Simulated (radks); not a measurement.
Neutral indium is in [Kr] 4d10 5s2 5p(1/2: 1, 3/2: 0). All-electron calculation, Dirac Kohn-Sham, PBE, spin-unpolarised, spherical densities, finite nucleus; Fermi nuclear charge, rms radius of each element as measured or else 0.836 A^(1/3) + 0.57 fm. Program: a radial shooting solver on a logarithmic mesh with Libxc functionals. Sub-shells are occupied by j as written (lower j first in brackets). One electron is removed from 5p1/2, 4d5/2, 5s1/2, 4d3/2 in turn, with full relaxation. Which removal costs least, and what does each cost?

Answer. 5p1/2 5.572 eV; 5s1/2 11.850 eV; 4d5/2 24.587 eV; 4d3/2 25.501 eV. The 5p1/2 electron leaves first.
